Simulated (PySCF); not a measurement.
Adding and removing an electron: NaGa

PBE; PySCF, no relativity, basis sets Na aug-pcseg-1, Ga aug-pcseg-1. Neutral (UKS): singlet (closed shell), Re = 3.149 Å, ωe = 149 cm⁻¹, De = 0.84 eV, HOMO -3.00 eV, LUMO -2.47 eV.

NaGa⁺ (UKS): doublet (σ ↑), Re = 3.484 Å, ωe = 95.0 cm⁻¹, De = 1.03 eV to Na⁺ + Ga. The energies at the minima are -2086.50077 hartree for NaGa and -2086.31227 for NaGa⁺.

(1) Work out the adiabatic ionisation energy, without and with harmonic zero-point energies (1 hartree = 27.2114 eV, 1 eV = 8065.5 cm⁻¹), and the change of the bond length.

Closed-shell solutions of metal pairs were not tested for spin polarisation, which can lower them a little. Spin–orbit coupling is left out. For an ion De counts to the pair picked by the measured ionisation energies or electron affinities, which need not be the lowest pair at this level. States were picked by a PBE0 search and need not be the measured ground states.

## Answers

(1) At PBE: 0.18850 hartree = 5.129 eV between the minima; the zero-point term (95.0 − 149.0)/2 cm⁻¹ = -0.003 eV makes it 5.126 eV. Re changes by +33.5 pm against the neutral. Minus the HOMO energy is 3.00 eV, -2.13 eV from the value between the minima; self-interaction puts the Kohn–Sham level too high, less so with exact exchange. The electron leaves a σ orbital, and the longer bond of the ion fits a bonding orbital, or a change in how ionic the bond is.
